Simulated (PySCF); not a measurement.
Computed shifts of a molecule C3H7ClSi, PBE/pcSseg-1 in PySCF, GIAO, gas phase, equivalent atoms averaged, in ppm (number of nuclei): ¹³C: 147.4 (1), 134.0 (1), -3.3 (1). ²⁹Si: -41.4 (1). ¹H: 6.78 (1), 6.43 (1), 4.86 (1), 4.58 (1), 0.56 (3). References: ¹³C against TMS (σ = 182.0 ppm); ²⁹Si against TMS (σ = 335.4 ppm); ³⁵Cl against HCl (σ = 936.5 ppm); ¹H against TMS (σ = 31.49 ppm), references at their B3LYP-D3(BJ)/def2-TZVP geometries, non-relativistic (without spin–orbit terms, shifts of atoms bonded to Cl or Br come out too high). Coordinates come from a PBE0-D3(BJ)/def2-SVP optimisation. The values are those of a single conformer.

**Question.** Which structure fits?
(A) C=CC[SiH2]Cl
(B) C[SiH2]/C=C/Cl
(C) ClC1C[SiH2]C1
(D) C/C([SiH3])=C/Cl

**Answer.** B, C[SiH2]/C=C/Cl
